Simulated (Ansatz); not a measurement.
Relaxation of the cluster PtO2 with RKS PBE-D4/def2-TZVP.

```sh
$ ansatz run in.yaml --threads 4 --pin off --events-out ev --progress --plain --max-ram 3916MiB
```

```yaml
crystal:
  periodic: [false, false, false]
  atoms:
    - {symbol: Pt, position_ang: [0.124330, 0.713910, -0.917320]}
    - {symbol: O, position_ang: [-0.708650, -0.453420, 0.295780]}
    - {symbol: O, position_ang: [0.584320, -0.260490, 0.621540]}
basis:
  gaussian: {orbitals: def2-TZVP}
hamiltonian: {xc: pbe, dispersion: d4}
scf: {omitted_lower_state_checks: [starts]}
output: {orbitals: {seedname: orbitals}}
relax: {f_tol: 0.02, max_steps: 100}
```

Run time 4.4 s (4 threads of Arm Neoverse V1 on a shared host).

Positions (Å) and forces (eV/Å) at steps 1, 2, 4, 5 of 5:

```xyz
3
step=1 energy=-7335.7964 eV
Pt    0.124    0.714   -0.917    0.359    2.049   -2.631
O    -0.709   -0.453    0.296   -2.692   -1.401    0.685
O     0.584   -0.260    0.622    2.333   -0.648    1.946
3
step=2 energy=-7335.9589 eV
Pt    0.128    0.736   -0.945    0.105    0.596   -0.765
O    -0.724   -0.466    0.306   -1.047   -0.447    0.133
O     0.596   -0.269    0.639    0.943   -0.149    0.632
3
step=4 energy=-7335.9837 eV
Pt    0.130    0.745   -0.958   -0.002   -0.012    0.015
O    -0.738   -0.473    0.309    0.049    0.013    0.005
O     0.609   -0.272    0.648   -0.047   -0.001   -0.020
3
step=5 energy=-7335.9837 eV
Pt    0.130    0.745   -0.958    0.000    0.000    0.000
O    -0.738   -0.473    0.309    0.000    0.000    0.000
O     0.608   -0.272    0.648    0.000    0.000    0.000
```

In the def2 sets Pt takes a core potential; there is no spin–orbit coupling. The structure holds 1 bond(s) between oxygen atoms. The restricted singlet is unstable towards broken spin symmetry in Hartree–Fock (as tested in another run); at PBE-D4/def2-TZVP this wasn't settled. Another isomer (singlet) lies 2.19 eV lower at PBE0-D4/def2-TZVP; other spin states weren't run for this one.
